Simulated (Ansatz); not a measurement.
Ansatz (a program for electronic structure) input (B3LYP/6-31G*):

Ansatz 0.2 input:
```yaml
crystal:
  periodic: [false, false, false]
  atoms:
    - {symbol: Al, position_ang: [0.00000000, 0.00000000, 0.00000000]}
    - {symbol: F, position_ang: [-0.00000000, -0.00000000, -1.60123725]}
    - {symbol: F, position_ang: [0.00000000, 0.00000000, 1.60123725]}
basis:
  gaussian:
    orbitals: 6-31G*
hamiltonian:
  xc: {name: B3LYP}
total_charge: 1
phonons: {temperatures: {t_min: 298.15, t_max: 298.15, t_step: 100}}
```

Output:

```
WARN ansatz: RAYON_NUM_THREADS=1 ignored (pool sized by the plan → 1); use --threads N
Functional definition: B3LYP
integrals: 0.01 GiB planned
438 factors; integrals over basis functions are off by at most 1.6e-4 eV
mean field: 0.11 GiB planned
mean field evaluation 1: about -12007.8371 eV, gradient 1.0e2 eV
mean field evaluation 2: about -11927.4567 eV, gradient 2.3e2 eV
mean field evaluation 4: about -12024.5160 eV, gradient 2.2e0 eV
mean field evaluation 8: about -12024.5296 eV, gradient 6.8e-3 eV
mean field -12024.52964062 eV, -441.8933137737 hartree, gradient 5.7e-5 eV, S^2 0.000000; 0 other end points of the search recorded, 0 dependent functions left out
the calculation of the forces begins
reference -12024.52985167 eV, -441.8933215299 hartree; 15, 15 occupied and 34, 34 virtual orbitals, 438 factors
these checks for a lower state are left out or cut short: stability, starts, cluster_reference, orbital_swaps, neighbouring_geometries, increment
integrals: 0.01 GiB planned
438 factors; integrals over basis functions are off by at most 1.6e-4 eV
mean field: 0.11 GiB planned
mean field evaluation 16: about -12024.5296 eV, gradient 3.9e-5 eV
mean field -12024.52963516 eV, -441.8933135733 hartree, gradient 5.6e-7 eV, S^2 0.000000; 0 other end points of the search recorded, 0 dependent functions left out
the calculation of the forces begins
reference -12024.52984622 eV, -441.8933213295 hartree; 15, 15 occupied and 34, 34 virtual orbitals, 438 factors
these checks for a lower state are left out or cut short: stability, starts, cluster_reference, orbital_swaps, neighbouring_geometries, increment
integrals: 0.01 GiB planned
438 factors; integrals over basis functions are off by at most 1.6e-4 eV
mean field: 0.11 GiB planned
mean field -12024.52963516 eV, -441.8933135733 hartree, gradient 5.6e-7 eV, S^2 0.000000; 0 other end points of the search recorded, 0 dependent functions left out
the calculation of the forces begins
reference -12024.52984622 eV, -441.8933213295 hartree; 15, 15 occupied and 34, 34 virtual orbitals, 438 factors
these checks for a lower state are left out or cut short: stability, starts, cluster_reference, orbital_swaps, neighbouring_geometries, increment
integrals: 0.01 GiB planned
438 factors; integrals over basis functions are off by at most 1.6e-4 eV
mean field: 0.11 GiB planned
mean field evaluation 32: about -12024.5296 eV, gradient 5.6e-7 eV
mean field -12024.52963516 eV, -441.8933135733 hartree, gradient 5.6e-7 eV, S^2 0.000000; 0 other end points of the search recorded, 0 dependent functions left out
the calculation of the forces begins
reference -12024.52984622 eV, -441.8933213295 hartree; 15, 15 occupied and 34, 34 virtual orbitals, 438 factors
these checks for a lower state are left out or cut short: stability, starts, cluster_reference, orbital_swaps, neighbouring_geometries, increment
integrals: 0.01 GiB planned
438 factors; integrals over basis functions are off by at most 1.6e-4 eV
mean field: 0.11 GiB planned
mean field -12024.52963516 eV, -441.8933135733 hartree, gradient 5.6e-7 eV, S^2 0.000000; 0 other end points of the search recorded, 0 dependent functions left out
the calculation of the forces begins
reference -12024.52984622 eV, -441.8933213295 hartree; 15, 15 occupied and 34, 34 virtual orbitals, 438 factors
these checks for a lower state are left out or cut short: stability, starts, cluster_reference, orbital_swaps, neighbouring_geometries, increment
integrals: 0.01 GiB planned
438 factors; integrals over basis functions are off by at most 1.6e-4 eV
mean field: 0.11 GiB planned
mean field -12024.52939328 eV, -441.8933046844 hartree, gradient 1.6e-6 eV, S^2 0.000000; 0 other end points of the search recorded, 0 dependent functions left out
the calculation of the forces begins
reference -12024.52960434 eV, -441.8933124406 hartree; 15, 15 occupied and 34, 34 virtual orbitals, 438 factors
these checks for a lower state are left out or cut short: stability, starts, cluster_reference, orbital_swaps, neighbouring_geometries, increment
integrals: 0.01 GiB planned
438 factors; integrals over basis functions are off by at most 1.6e-4 eV
mean field: 0.11 GiB planned
mean field -12024.52939328 eV, -441.8933046844 hartree, gradient 1.6e-6 eV, S^2 0.000000; 0 other end points of the search recorded, 0 dependent functions left out
the calculation of the forces begins
reference -12024.52960434 eV, -441.8933124406 hartree; 15, 15 occupied and 34, 34 virtual orbitals, 438 factors
these checks for a lower state are left out or cut short: stability, starts, cluster_reference, orbital_swaps, neighbouring_geometries, increment
integrals: 0.01 GiB planned
438 factors; integrals over basis functions are off by at most 1.6e-4 eV
mean field: 0.11 GiB planned
mean field -12024.52963925 eV, -441.8933137236 hartree, gradient 1.1e-6 eV, S^2 0.000000; 0 other end points of the search recorded, 0 dependent functions left out
the calculation of the forces begins
reference -12024.52985031 eV, -441.8933214798 hartree; 15, 15 occupied and 34, 34 virtual orbitals, 438 factors
these checks for a lower state are left out or cut short: stability, starts, cluster_reference, orbital_swaps, neighbouring_geometries, increment
integrals: 0.01 GiB planned
438 factors; integrals over basis functions are off by at most 1.6e-4 eV
mean field: 0.11 GiB planned
mean field evaluation 64: about -12024.5296 eV, gradient 6.4e-2 eV
mean field -12024.52963925 eV, -441.8933137236 hartree, gradient 1.1e-6 eV, S^2 0.000000; 0 other end points of the search recorded, 0 dependent functions left out
the calculation of the forces begins
reference -12024.52985031 eV, -441.8933214798 hartree; 15, 15 occupied and 34, 34 virtual orbitals, 438 factors
these checks for a lower state are left out or cut short: stability, starts, cluster_reference, orbital_swaps, neighbouring_geometries, increment
integrals: 0.01 GiB planned
438 factors; integrals over basis functions are off by at most 1.6e-4 eV
mean field: 0.11 GiB planned
mean field -12024.52963925 eV, -441.8933137236 hartree, gradient 1.1e-6 eV, S^2 0.000000; 0 other end points of the search recorded, 0 dependent functions left out
the calculation of the forces begins
reference -12024.52985031 eV, -441.8933214798 hartree; 15, 15 occupied and 34, 34 virtual orbitals, 438 factors
these checks for a lower state are left out or cut short: stability, starts, cluster_reference, orbital_swaps, neighbouring_geometries, increment
integrals: 0.01 GiB planned
438 factors; integrals over basis functions are off by at most 1.6e-4 eV
mean field: 0.11 GiB planned
mean field -12024.52963925 eV, -441.8933137236 hartree, gradient 1.1e-6 eV, S^2 0.000000; 0 other end points of the search recorded, 0 dependent functions left out
the calculation of the forces begins
reference -12024.52985031 eV, -441.8933214798 hartree; 15, 15 occupied and 34, 34 virtual orbitals, 438 factors
these checks for a lower state are left out or cut short: stability, starts, cluster_reference, orbital_swaps, neighbouring_geometries, increment
integrals: 0.01 GiB planned
438 factors; integrals over basis functions are off by at most 1.6e-4 eV
mean field: 0.11 GiB planned
mean field -12024.52951588 eV, -441.8933091898 hartree, gradient 2.8e-6 eV, S^2 0.000000; 0 other end points of the search recorded, 0 dependent functions left out
the calculation of the forces begins
reference -12024.52972695 eV, -441.8933169466 hartree; 15, 15 occupied and 34, 34 virtual orbitals, 438 factors
these checks for a lower state are left out or cut short: stability, starts, cluster_reference, orbital_swaps, neighbouring_geometries, increment
integrals: 0.01 GiB planned
438 factors; integrals over basis functions are off by at most 1.6e-4 eV
mean field: 0.11 GiB planned
mean field evaluation 96: about -12024.5295 eV, gradient 1.3e-6 eV
mean field -12024.52951707 eV, -441.8933092336 hartree, gradient 1.3e-6 eV, S^2 0.000000; 0 other end points of the search recorded, 0 dependent functions left out
the calculation of the forces begins
reference -12024.52972811 eV, -441.8933169891 hartree; 15, 15 occupied and 34, 34 virtual orbitals, 438 factors
Total energy: -12024.52985167 eV, -441.8933215299 hartree
Atom 0 at     0.000000     0.000000     0.000000 Å, force    -0.000000     0.000000     0.000000 eV/Å
Atom 1 at    -0.000000    -0.000000    -1.601237 Å, force     0.000000    -0.000000    -0.000018 eV/Å
Atom 2 at     0.000000     0.000000     1.601237 Å, force     0.000000    -0.000000     0.000018 eV/Å
Dipole moment:    -0.000000     0.000000    -0.000000 e Å
Vibrations: 173.45 173.45 755.48 1167.94 cm⁻¹, zero-point energy 0.140742 eV
```

The blocks after the first are displaced geometries, from whose forces the wavenumbers follow.

The dipole moment of an ion depends on the origin.
